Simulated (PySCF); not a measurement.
Compound: C5H9FO2.
Atom-mapped SMILES: `[CH3:1][C@@H:2]1[CH2:3][CH2:4][O:5][C@H:6]([F:7])[O:8]1` (hydrogens: H9, H10, H11 on C1; H12 on C2; H13, H14 on C3; H15, H16 on C4; H17 on C6)

Cartesian coordinates in Å at the GFN2-xTB level; atoms count from 1:
```
atom  x, y, z in Å
C1    -1.320    1.231    0.172
C2    -0.800    0.073   -0.676
C3    -0.534   -1.198    0.141
C4     0.782   -1.044    0.897
O5     1.829   -0.706   -0.014
C6     1.554    0.412   -0.737
F7     1.624    1.521    0.117
O8     0.380    0.434   -1.417
H9    -1.405    2.121   -0.446
H10   -2.301    0.977    0.566
H11   -0.654    1.456    1.000
H12   -1.527   -0.140   -1.467
H13   -0.448   -2.048   -0.539
H14   -1.353   -1.377    0.835
H15    0.709   -0.270    1.669
H16    1.095   -1.981    1.358
H17    2.363    0.552   -1.468
```

Theory: PySCF, TDDFT PBE0/def2-SVPD, vertical, gas phase, core orbitals frozen in the response.

Ground-to-excited transition dipoles (e·a0, same axes as the geometry; the sign carries no meaning), for the states with f of 0.002 or more among the lowest 8:

```csv
state,E (eV),μx,μy,μz
S1,7.682,-0.111,0.075,0.078
S2,8.127,-0.042,0.235,0.005
S3,8.384,-0.031,0.084,0.197
S5,8.668,-0.279,-0.019,0.041
S6,8.713,-0.043,0.105,-0.014
S7,8.834,-0.017,0.066,0.075
S8,9.017,-0.158,-0.128,-0.028
```

**Question.** Work out the oscillator strengths.

**Answer.** f = (2/3) ΔE |μ|² with ΔE in hartree (27.2114 eV).

```
state  |μ|² (au)  |μ| (D)      f
   S1      0.024     0.39  0.005
   S2      0.057     0.61  0.011
   S3      0.047     0.55  0.010
   S5      0.080     0.72  0.017
   S6      0.013     0.29  0.003
   S7      0.010     0.26  0.002
   S8      0.042     0.52  0.009
```

**Question.** Which bond between heavy atoms lies closest to the direction of the S5 transition dipole?

**Answer.** C2–O8, at 26° from it; next C4–O5 at 34°.

**Question.** What angle do the transition dipoles of S2 and S5 make?

**Answer.** |cos θ| = |μa·μb| / (|μa| |μb|) = 0.11, so θ ≈ 84° (taken between 0 and 90°, since the signs are arbitrary).

**Question.** What peak molar absorption coefficient would the strongest computed level give as a lone Gaussian band 0.5 eV wide at half height?

**Answer.** ε(max) = 2.175×10⁸ f / FWHM, with the width in cm⁻¹. S5: 2.175×10⁸ × 0.0170 / 4033 ≈ 920 L mol⁻¹ cm⁻¹.

One conformer stands for the species.

Without π bonds the low states may be Rydberg-like; a valence basis with one diffuse set may place them up to an eV too high.
